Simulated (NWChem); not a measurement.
System: C$_{2}$H$_{4}$Cl$_{2}$; SMILES CC(Cl)Cl

Here is an NWChem input.

```
start job
memory heap 200 mb stack 900 mb global 1100 mb
geometry units angstroms noautoz
  C     -1.725529    -0.167642     0.000000
  C     -0.340902     0.426260     0.000000
  Cl     0.553959    -0.054609    -1.466991
  Cl     0.553959    -0.054609     1.466991
  H     -1.667205    -1.264990     0.000000
  H     -2.271937     0.161108    -0.896002
  H     -2.271937     0.161108     0.896002
  H     -0.355257     1.522880     0.000000
end
basis spherical
  * library 6-311++g**
end
dft
  xc b3lyp
  iterations 150
  mulliken
end
task dft energy
```

Parts of the log:

```
             Northwest Computational Chemistry Package (NWChem) 7.3.0
             --------------------------------------------------------

 CS  symmetry detected

                             Geometry "geometry" -> ""
                             -------------------------

 Output coordinates in angstroms (scale by  1.889725989 to convert to a.u.)

  No.       Tag          Charge          X              Y              Z
 ---- ---------------- ---------- -------------- -------------- --------------
    1 C                    6.0000    -1.72412124    -0.16077128     0.00000000
    2 C                    6.0000    -0.33526645     0.42317554     0.00000000
    3 Cl                  17.0000     0.55611946    -0.06410505     1.46699100
    4 Cl                  17.0000     0.55611946    -0.06410505    -1.46699100
    5 H                    1.0000    -1.67367633    -1.25850969     0.00000000
    6 H                    1.0000    -2.26815515     0.17189278     0.89600200
    7 H                    1.0000    -2.26815515     0.17189278    -0.89600200
    8 H                    1.0000    -0.34174872     1.51987033     0.00000000

 Effective nuclear repulsion energy (a.u.)     208.9369597150

      Symmetry information
      --------------------

 Group name             Cs
 Group number              2
 Group order               2
 No. of unique centers     6

                                 NWChem DFT Module
                                 -----------------

 Summary of "ao basis" -> "ao basis" (spherical)
 ------------------------------------------------------------------------------
       Tag                 Description            Shells   Functions and Types
 ---------------- ------------------------------  ------  ---------------------
 C                         6-311++g**               10       22   5s4p1d
 Cl                        6-311++g**               14       30   7s6p1d
 H                         6-311++g**                5        7   4s1p

      Symmetry analysis of basis
      --------------------------

        a'         81
        a"         51

            General Information
            -------------------
          SCF calculation type: DFT
          Wavefunction type:  closed shell.
          No. of atoms     :     8
          No. of electrons :    50
           Alpha electrons :    25
            Beta electrons :    25
          Charge           :     0
          Spin multiplicity:     1
          Use of symmetry is: on ; symmetry adaption is: on
          Maximum number of iterations: 150
          AO basis - number of functions:   132
                     number of shells:    68
          Convergence on energy requested:  1.00D-06
          Convergence on density requested:  1.00D-05
          Convergence on gradient requested:  5.00D-04

              XC Information
              --------------
                         B3LYP Method XC Potential
                     Hartree-Fock (Exact) Exchange  0.200
                        Slater Exchange Functional  0.800 local
                    Becke 1988 Exchange Functional  0.720 non-local
              Lee-Yang-Parr Correlation Functional  0.810
                  VWN I RPA Correlation Functional  0.190 local

             Grid Information
             ----------------
          Grid used for XC integration:  medium
          Radial quadrature: Mura-Knowles
          Angular quadrature: Lebedev.
          Tag              B.-S. Rad. Rad. Pts. Rad. Cut. Ang. Pts.
          ---              ---------- --------- --------- ---------
          C                   0.70       49          12.0       434
          Cl                  1.00       88          14.0       590
          H                   0.35       45          13.0       434
          Grid pruning is: on
          Number of quadrature shells:   321
          Spatial weights used:  Erf1

      Superposition of Atomic Density Guess
      -------------------------------------

 Sum of atomic energies:        -996.29360389

      Non-variational initial energy
      ------------------------------

 Total energy =    -997.999385
 1-e energy   =   -1788.745655
 2-e energy   =     581.809310
 HOMO         =      -0.361970
 LUMO         =       0.026746

      Symmetry analysis of molecular orbitals - initial
      -------------------------------------------------

  Numbering of irreducible representations:

     1 a'          2 a"

  Orbital symmetries:

     1 a'          2 a"          3 a'          4 a'          5 a'
     6 a"          7 a'          8 a"          9 a'         10 a'
    11 a"         12 a"         13 a'         14 a'         15 a"
    16 a'         17 a'         18 a"         19 a'         20 a"
    21 a'         22 a"         23 a'         24 a"         25 a'
    26 a'         27 a'         28 a'         29 a"         30 a'
    31 a"         32 a'         33 a'         34 a"         35 a'

     ---------------------------------------------
      Total Density - Mulliken Population Analysis
     ---------------------------------------------

    Atom       Charge   Shell Charges
 -----------   ------   -------------------------------------------------------
    1 C    6     6.65   1.10  0.89  0.60  0.81  1.59  0.50  0.98  0.09  0.04  0.04
    2 C    6     5.91   1.10  0.89  0.41  0.75  1.22  0.56  0.86 -0.05  0.07  0.09
    3 Cl  17    17.11   0.78  1.19  0.91  1.08  0.99  1.03  7.41 -1.50  1.04  3.10  1.28 -0.13 -0.07  0.02
    4 Cl  17    17.11   0.78  1.19  0.91  1.08  0.99  1.03  7.41 -1.50  1.04  3.10  1.28 -0.13 -0.07  0.02
    5 H    1     0.83   0.24  0.44  0.10  0.03  0.02
    6 H    1     0.81   0.24  0.43  0.10  0.01  0.02
    7 H    1     0.81   0.24  0.43  0.10  0.01  0.02
    8 H    1     0.78   0.25  0.43  0.07  0.01  0.02

   convergence    iter        energy       DeltaE   RMS-Dens  Diis-err
 ---------------- ----- ----------------- --------- --------- ---------
 d= 0,ls=0.0,diis     1   -999.0034698111 -1.21D+03  1.08D-02  1.80D+00
 d= 0,ls=0.0,diis     2   -998.9171265709  8.63D-02  1.09D-02  1.59D+00
 d= 0,ls=0.0,diis     3   -999.0630107994 -1.46D-01  4.18D-03  2.84D-01
 d= 0,ls=0.0,diis     4   -999.0984362386 -3.54D-02  5.00D-04  2.45D-03
 d= 0,ls=0.0,diis     5   -999.0986628568 -2.27D-04  1.71D-04  5.06D-04
  Resetting Diis
 d= 0,ls=0.0,diis     6   -999.0987207548 -5.79D-05  5.09D-05  1.15D-05
 d= 0,ls=0.0,diis     7   -999.0987221580 -1.40D-06  1.49D-05  2.00D-07
 d= 0,ls=0.0,diis     8   -999.0987221656 -7.63D-09  3.25D-06  1.40D-07

         Total DFT energy =     -999.098722165584
      One electron energy =    -1791.336074536576
           Coulomb energy =      652.150690466953
    Exchange-Corr. energy =      -68.850297810982
 Nuclear repulsion energy =      208.936959715021

 Numeric. integr. density =       50.000015584336

                  Occupations of the irreducible representations
                  ----------------------------------------------

                     irrep           alpha         beta
                     --------     --------     --------
                     a'               15.0         15.0
                     a"               10.0         10.0

                       DFT Final Molecular Orbital Analysis
                       ------------------------------------

 Vector   23  Occ=2.000000D+00  E=-3.284390D-01  Symmetry=a"
              MO Center=  4.8D-01, -3.4D-02,  2.0D-13, r^2= 3.5D+00
   Bfn.  Coefficient  Atom+Function         Bfn.  Coefficient  Atom+Function
  ----- ------------  ---------------      ----- ------------  ---------------
    61      0.359988  3 Cl py                91     -0.359988  4 Cl py
    64      0.239915  3 Cl py                94     -0.239915  4 Cl py
    52     -0.221398  3 Cl py                82      0.221398  4 Cl py
    60      0.179147  3 Cl px                90     -0.179147  4 Cl px
    58      0.166635  3 Cl py                88     -0.166635  4 Cl py

 Vector   24  Occ=2.000000D+00  E=-3.120504D-01  Symmetry=a'
              MO Center=  3.3D-01,  3.6D-02, -9.7D-14, r^2= 3.4D+00
   Bfn.  Coefficient  Atom+Function         Bfn.  Coefficient  Atom+Function
  ----- ------------  ---------------      ----- ------------  ---------------
    61      0.338755  3 Cl py                91      0.338755  4 Cl py
    64      0.231623  3 Cl py                94      0.231623  4 Cl py
    52     -0.208570  3 Cl py                82     -0.208570  4 Cl py
    58      0.158286  3 Cl py                88      0.158286  4 Cl py
    60      0.154197  3 Cl px                90      0.154197  4 Cl px

 Vector   25  Occ=2.000000D+00  E=-3.105725D-01  Symmetry=a"
              MO Center=  4.8D-01, -4.5D-02, -4.5D-14, r^2= 3.5D+00
   Bfn.  Coefficient  Atom+Function         Bfn.  Coefficient  Atom+Function
  ----- ------------  ---------------      ----- ------------  ---------------
    62      0.306120  3 Cl pz                92      0.306120  4 Cl pz
    60     -0.273792  3 Cl px                90      0.273792  4 Cl px
    65      0.202726  3 Cl pz                95      0.202726  4 Cl pz
    63     -0.190178  3 Cl px                93      0.190178  4 Cl px
    53     -0.184731  3 Cl pz                83     -0.184731  4 Cl pz

 Vector   26  Occ=0.000000D+00  E=-2.008038D-02  Symmetry=a'
              MO Center= -1.3D-01,  5.8D-01, -1.1D-13, r^2= 6.6D+00
   Bfn.  Coefficient  Atom+Function         Bfn.  Coefficient  Atom+Function
  ----- ------------  ---------------      ----- ------------  ---------------
    36      4.663557  2 C  s                 66     -1.863843  3 Cl s
    96     -1.863843  4 Cl s                129     -1.215831  8 H  s
    32      1.088694  2 C  s                 37      0.893768  2 C  px
    14      0.601708  1 C  s                 69      0.588748  3 Cl pz
    99     -0.588748  4 Cl pz               108     -0.505087  5 H  s

 Vector   27  Occ=0.000000D+00  E=-1.006413D-02  Symmetry=a'
              MO Center= -1.4D+00,  4.9D-01, -4.9D-15, r^2= 1.3D+01
   Bfn.  Coefficient  Atom+Function         Bfn.  Coefficient  Atom+Function
  ----- ------------  ---------------      ----- ------------  ---------------
    14      4.316405  1 C  s                 36     -3.274216  2 C  s
    38      1.354083  2 C  py                66      1.318551  3 Cl s
    96      1.318551  4 Cl s                129     -1.149357  8 H  s
   115     -1.142845  6 H  s                122     -1.142845  7 H  s
   108     -0.560190  5 H  s                 69     -0.503025  3 Cl pz

 Vector   28  Occ=0.000000D+00  E= 1.126688D-02  Symmetry=a'
              MO Center= -1.3D+00,  1.5D-01,  3.1D-16, r^2= 1.5D+01
   Bfn.  Coefficient  Atom+Function         Bfn.  Coefficient  Atom+Function
  ----- ------------  ---------------      ----- ------------  ---------------
    14      5.073303  1 C  s                 36     -4.119989  2 C  s
   129      3.189514  8 H  s                108     -1.864661  5 H  s
    38     -1.379102  2 C  py               115     -0.804614  6 H  s
   122     -0.804614  7 H  s                 37      0.710034  2 C  px
   128      0.694051  8 H  s                 15      0.554592  1 C  px

     ---------------------------------------------
      Total Density - Mulliken Population Analysis
     ---------------------------------------------

    Atom       Charge   Shell Charges
 -----------   ------   -------------------------------------------------------
    1 C    6     6.52   1.10  0.89  0.66  0.75  1.52  0.46  0.87  0.18  0.05  0.04
    2 C    6     6.33   1.10  0.89  0.59  0.78  1.48  0.55  0.88 -0.10  0.06  0.10
    3 Cl  17    16.91   0.78  1.19  0.89  1.09  1.02  1.02  7.43 -1.52  1.10  2.89  1.20 -0.13 -0.07  0.03
    4 Cl  17    16.91   0.78  1.19  0.89  1.09  1.02  1.02  7.43 -1.52  1.10  2.89  1.20 -0.13 -0.07  0.03
    5 H    1     0.86   0.27  0.46  0.07  0.03  0.02
    6 H    1     0.85   0.27  0.47  0.07  0.01  0.02
    7 H    1     0.85   0.27  0.47  0.07  0.01  0.02
    8 H    1     0.76   0.28  0.44  0.02  0.01  0.02

     -------------------------------------------
      Total Density - Lowdin Population Analysis
     -------------------------------------------

    Atom       Charge   Shell Charges
 -----------   ------   -------------------------------------------------------
    1 C    6     6.14   1.05  0.92  0.63  0.48  1.45  0.29  1.00  0.06  0.17  0.10
    2 C    6     6.37   1.05  0.93  0.58  0.55  1.43  0.31  1.02  0.08  0.22  0.21
    3 Cl  17    16.85   0.90  1.08  0.93  1.04  0.86  0.76  4.49  0.93  1.70  2.64  1.17  0.10  0.20  0.03
    4 Cl  17    16.85   0.90  1.08  0.93  1.04  0.86  0.76  4.49  0.93  1.70  2.64  1.17  0.10  0.20  0.03
    5 H    1     0.95   0.27  0.42  0.15  0.04  0.07
    6 H    1     0.95   0.27  0.43  0.15  0.03  0.07
    7 H    1     0.95   0.27  0.43  0.15  0.03  0.07
    8 H    1     0.96   0.28  0.43  0.14  0.04  0.08

     Multipole analysis of the density
     ---------------------------------

     L   x y z        total         alpha         beta         nuclear
     -   - - -        -----         -----         ----         -------
     0   0 0 0     -0.000000    -25.000000    -25.000000     50.000000

     1   1 0 0     -0.800441     -0.400221     -0.400221     -0.000000
     1   0 1 0      0.304460      0.152230      0.152230      0.000000
     1   0 0 1      0.000000      0.000000      0.000000      0.000000

     2   2 0 0    -27.889882    -89.351833    -89.351833    150.813784
     2   1 1 0     -0.311639     -0.882421     -0.882421      1.453204
     2   1 0 1     -0.000000     -0.000000     -0.000000      0.000000
     2   0 2 0    -28.109752    -23.557867    -23.557867     19.005982
     2   0 1 1     -0.000000     -0.000000     -0.000000      0.000000
     2   0 0 2    -30.646868   -148.837971   -148.837971    267.029074
```

Level: B3LYP/6-311++G** (spherical d). Structure relaxed at the PBE0/def2-SVP level. B3LYP is NWChem's, with the RPA form of VWN correlation.
